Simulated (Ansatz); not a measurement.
Molecule: CH$_{2}$BBr$_{2}$O, net charge 0, doublet state. It need not be the lowest isomer of its formula. 
Geometry from a B3LYP-D3(BJ)/def2-TZVP (Ansatz, a quantum-chemistry and plane-wave program) optimisation:
```
O
B 1 1.3447
C 1 1.3533 2 128.87
H 3 1.0758 1 114.99 2 180.00
H 3 1.0782 4 125.59 1 -180.00
Br 2 1.9191 1 117.53 3 -180.00
Br 2 1.9301 1 122.26 3 0.00
```
Charge 0, spin multiplicity 2.

Dipole moments at this geometry, in debye (magnitudes).

| level | program | dipole (D) |
|---|---|---|
| PBE/def2-TZVPD | Ansatz | 1.80 |
| BHLYP/def2-TZVPD | Ansatz | 1.79 |
| r2SCANh/def2-TZVPD | Ansatz | 1.86 |
| HSE06/def2-TZVPD | Ansatz | 1.80 |
| CAM-B3LYP/def2-TZVPD | Ansatz | ? |
| CCSD(T)/aug-cc-pVDZ | Ansatz | ? |

Problem. Some entries are withheld; supply them.

Solution. 
- CAM-B3LYP/def2-TZVPD, dipole (D): 1.77
- CCSD(T)/aug-cc-pVDZ, dipole (D): 1.74
